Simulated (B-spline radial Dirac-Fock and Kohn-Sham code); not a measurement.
# Photoionisation of copper ions at Cu Kα (8047.8 eV)

Level of theory: Dirac-Hartree-Slater photoionisation with all multipoles and Dirac-Fock thresholds; a radial atomic solver. Cross sections in kb; a dash marks an empty subshell or a threshold above the photon energy.

```
  ion  configuration  total    2s  2p3/2     3s    3d3/2    3d5/2
 Cu³⁺       [Ar] 3d8  5.296  2.49   1.39  0.367  0.00426  0.00609
 Cu⁸⁺       [Ar] 3d3  5.406  2.49   1.39  0.421  0.00242  0.00347
Cu¹⁵⁺   [Ne] 3s2 3p2  5.414  2.54   1.42  0.530        –        –
Cu²⁰⁺   [He] 2s2 2p5  4.585  2.65   1.25      –        –        –
Cu²²⁺   [He] 2s2 2p3  4.057  2.80  0.813      –        –        –
Cu²³⁺   [He] 2s2 2p2  3.759  2.89  0.565      –        –        –
```

Values without a named source are computed, but for edge energies of neutral atoms, which are taken from tables.
